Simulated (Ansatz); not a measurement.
Geometry optimisation, RKS CAM-B3LYP-D4/def2-SVP (Ansatz).

Input:

```yaml
crystal:
  periodic: [false, false, false]
  atoms:
    - { symbol: Sn, position_ang: [0.208208, 0.0, -0.008878] }
    - { symbol: Cl, position_ang: [1.031971, 0.0, 2.228312] }
    - { symbol: H, position_ang: [1.905997, 0.0, -0.237113] }
    - { symbol: H, position_ang: [-0.676788, 1.41392, -0.35696] }
    - { symbol: H, position_ang: [-0.676788, -1.41392, -0.35696] }
basis:
  gaussian: { orbitals: def2-SVP }
hamiltonian:
  xc: cam_b3lyp
  dispersion: d4
relax:
  f_tol: 0.03
  max_steps: 50
```

Command:

```bash
$ ansatz run input.yaml --threads 1 --pin off --max-ram 2048MiB --backend cpu --events-out ev --progress --plain --runs-dir out
```

Where does it end, and by what steps?

The run converged. After 4 steps the energy has fallen by 0.487 eV; H3 moved furthest, 0.44 Å.

| step | energy less start (eV) | largest force component (eV/Å) | accepted |
| --- | --- | --- | --- |
| 0 | 0.0000 | 1.178 | yes |
| 1 | -0.3365 | 0.559 | yes |
| 2 | -0.4769 | 0.282 | yes |
| 3 | -0.4872 | 0.031 | yes |
| 4 | -0.4874 | 0.007 | yes |

```xyz
5
Properties=species:S:1:pos:R:3
Sn 0.328 0.000 0.073
Cl 0.723 0.000 2.396
H 1.858 0.000 -0.674
H -0.558 1.415 -0.263
H -0.558 -1.415 -0.263
```

Whether the end is a true minimum wasn't checked by a vibrational analysis.

Run time: 12 s on 1 thread of Arm Neoverse V2 (shared host), peak memory 0.13 GiB.
